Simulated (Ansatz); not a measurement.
C3H3N, SMILES `C#C[C]N` (excited triplet) (charge 0, multiplicity 3). This triplet is an excited state, 1.00 eV above the relaxed singlet at the level B3LYP/cc-pVTZ // PBE0-D3(BJ)/def2-TZVP (Ansatz, a first-principles code).

Cartesian coordinates (Å):
```xyz
7

C      2.1328    -0.3495     0.6109
C      0.9063    -0.0784     0.3246
C     -0.2999     0.0176    -0.0359
N     -1.6112     0.2652    -0.0201
H      3.1110     0.0543     0.7856
H     -2.1316     0.0275    -0.8504
H     -2.1075     0.0633     0.8374
```
Charge 0, spin multiplicity 3.

Frozen-core energies in 6-31g from Ansatz at a geometry from PBE0-D3(BJ)/def2-TZVP; the HF reference has <S^2> = 2.37 and the T1 diagnostic is 0.036.

```json
[
 {"level": "HF", "energy (Ha)": "-169.59815", "difference from CCSDT(Q) (mHa)": "361.52"},
 {"level": "MP2", "energy (Ha)": "-169.89654", "difference from CCSDT(Q) (mHa)": "63.14"},
 {"level": "CCSD", "energy (Ha)": "-169.94627", "difference from CCSDT(Q) (mHa)": "13.41"},
 {"level": "CCSD(T)", "energy (Ha)": "-169.95689", "difference from CCSDT(Q) (mHa)": "2.79"},
 {"level": "CCSDT", "energy (Ha)": "-169.95839", "difference from CCSDT(Q) (mHa)": "1.28"},
 {"level": "CCSDT(Q)", "energy (Ha)": "-169.95967", "difference from CCSDT(Q) (mHa)": "0.00"}
]
```
